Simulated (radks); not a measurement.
These are the eigenvalues of the occupied orbitals of an atom or ion with whole-number occupations (hartree). Method: non-relativistic Kohn-Sham, LDA (Slater exchange, Perdew-Wang correlation), spin-unpolarised, spherical densities, point nucleus; computed with a radial shooting solver on a logarithmic mesh with Libxc functionals.

orbital  eigenvalue
1s        -2383.399
2s        -524.5239
2p        -511.5507
3s        -218.2951
3p        -213.5462

Which element is it, and in what charge state? The configuration may be excited.

Answer. Z = 72, hafnium, charge +59: Hf59+ in [Ne] 3s2 3p1. The list shows which subshells hold electrons but not how many an open one holds; the 1s level, -2383.4 hartree, gives Z - s = 69.0 by -(Z - s)^2/2, which with screening narrows Z to a few neighbours, and the depths of the outer levels then fix element, charge and occupations together.
